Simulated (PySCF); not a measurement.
```xyz
3

Cl     1.8590    -0.3632     0.0000
Ga    -0.0013     0.7328     0.0000
Cl    -1.8577    -0.3696     0.0000
```

Charge 0, multiplicity 2.

### Question
Give the Mulliken and meta-Löwdin atomic charges from PBE0-D4/def2-TZVP (PySCF).

### Answer

```
atom  Mulliken (e)  meta-Löwdin (e)
----  ------------  ---------------
Cl1          -0.25            -0.26
Ga2           0.49             0.52
Cl3          -0.25            -0.26
```
